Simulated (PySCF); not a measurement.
# Vibration and rotation of SbF

UHF-CCSD(T) constants of SbF, ³Σ⁻ (triplet), unpaired electrons π ↑↑ (Sb cc-pVDZ-PP with ECP28, F cc-pVDZ; scalar-relativistic core potentials (PySCF 2.14); masses 120.9038 and 18.9984 u):

* ωe: 613.9 cm⁻¹
* ωexe: 2.77 cm⁻¹
* Be: 0.26713 cm⁻¹
* αe: 0.00161 cm⁻¹
* De to Sb + F: 3.16 eV

Q: What force constant and bond length do these constants imply?

A: Reduced mass μred = 16.418 u; k = 5.8918×10⁻⁷·μred·ωe² (u, cm⁻¹, mdyn/Å) = 3.65 mdyn/Å; Re = √(16.8576/(μred·Be)) (u, cm⁻¹, Å) = 1.961 Å.

Q: Estimate the centrifugal constant D from the Kratzer relation and find the Dunham coefficient a1.

A: D = 4Be³/ωe² = 2.02e-07 cm⁻¹; a1 = −1 − αeωe/(6Be²) = -3.31.

Correlated steps freeze 5 core orbitals. Correlated levels converge slowly with the basis: in double zeta they bind strong bonds too weakly, by up to about 1 eV, and carry superposition errors of some tenths. Spin–orbit coupling is left out, which matters for elements this heavy, above all for dissociation energies. The state was picked by a PBE0 search and need not be the measured ground state.
